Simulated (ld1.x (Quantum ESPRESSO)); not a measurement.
## Before and after: TM potential for antimony

```json
{
 "Element": "antimony (Sb)",
 "Generator": "ld1.x (Quantum ESPRESSO) 7.5",
 "Type": "norm-conserving Troullier–Martins (Kleinman–Bylander form)",
 "Functional": "PBEsol",
 "Relativity": "scalar-relativistic",
 "Frozen core": "[Kr] 4d10",
 "Valence charge": "5",
 "Reference configuration": "5s1.5 5p3.5",
 "Partial waves": "5s (bound): rc 1.40 bohr; 5p (bound): rc 2.15 bohr; 5d channel at -0.05 Ry: rc 2.35 bohr",
 "Local potential": "all-electron potential smoothed inside 2.20 bohr (lloc = -1)",
 "Core correction": "a·sin(br)/r model core, default radius (core density twice the valence density)"
}
```

Change: non-relativistic.

Cutoffs: the cutoffs (Ry, on a coarse ladder) from which the occupation-weighted sum of valence levels, in a spherical-Bessel basis at the reference potential, stays within 10 and 1 mRy of its value at 400 Ry; they do not see the model core or the augmentation charge, which bear on the density cutoff. Errors are all-electron minus pseudo energies relative to the spin-unpolarised reference configuration.

Predict the effect on cutoff, ghosts and configuration errors.

The potential gets harder (40 Ry and 160 Ry → 90 Ry and 180 Ry); of the 7 tests that both files solve, the error grows in 0 and shrinks in 6 by more than 15 % and 0.3 meV (median size 9.7 → 5.9 meV); neither file shows a bound ghost.

```tsv
quantity	base	changed
cutoff, loose	40 Ry	90 Ry
cutoff, tight	160 Ry	180 Ry
loose cutoff by channel (10 mRy a level)	s 40 Ry, p 8 Ry	s 45 Ry, p 8 Ry
bound ghosts	none	none
error for 5s2 5p3, meV [ΔE -4.04 → -3.53 eV]	-4.0	-3.5
error for 5s2 5p2, meV [ΔE 4.30 → 4.86 eV]	-7.3	-5.9
error for 5s2 5p1, meV [ΔE 20.31 → 20.87 eV]	-25	-15
error for 5s2 5p0, meV [ΔE 44.76 → 45.23 eV]	-98	-57
error for 5s1 5p3, meV [ΔE 13.06 → 12.51 eV]	-9.7	-3.1
error for 5s1 5p0, meV [ΔE 89.09 → 87.93 eV]	-365	-216
error for 5s1 5p4, meV [ΔE 4.10 → 3.57 eV]	-5.1	-4.1
s: phases at 2.55 bohr within 0.05 rad from the reference energy up to (Ry; the scan ends near 5)	0.5	0.2
p: phases at 2.55 bohr within 0.05 rad from the reference energy up to (Ry; the scan ends near 5)	2.3	2.3
d: phases at 2.55 bohr within 0.05 rad from the reference energy up to (Ry; the scan ends near 5)	0.6	0.6
```
